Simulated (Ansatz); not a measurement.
Species: [W(F)5(CH3)] (charge 0, multiplicity 1).

Q: Give a relaxed geometry from r2SCAN-D4/def2-SVP in Ansatz (a quantum-chemistry and plane-wave program).

A: the end point of this relaxation.
Z-matrix (Å, degrees):
```
W
F 1 1.8642
F 1 1.8642 2 81.87
F 1 1.8645 2 139.75 3 -62.51
F 1 1.8647 2 79.20 3 -143.95
F 1 1.8694 2 134.19 5 -68.00
C 1 2.1208 2 83.57 5 -131.64
H 7 1.0978 1 109.81 2 -41.31
H 7 1.1016 8 111.37 3 -147.52
H 7 1.1017 8 111.33 9 -121.62
```
